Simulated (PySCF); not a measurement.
GeF2Cl2, SMILES [F][Ge]([F])([Cl])[Cl]. Heavy atoms are numbered as in [F:1][Ge:2]([F:3])([Cl:4])[Cl:5].

Geometry: B3LYP-D3(BJ)/def2-SVP.

Method: PBE/def2-TZVP in PySCF.

ESP charges are fitted to the potential on shells at 1.4 to 2.0 van der Waals radii. Atomic charges (e), one atom of each kind:

| atom | ESP fit | Mulliken |
|---|---|---|
| F1 | -0.12 | -0.29 |
| Ge2 | 0.25 | 0.97 |
| Cl4 | 0.00 | -0.20 |
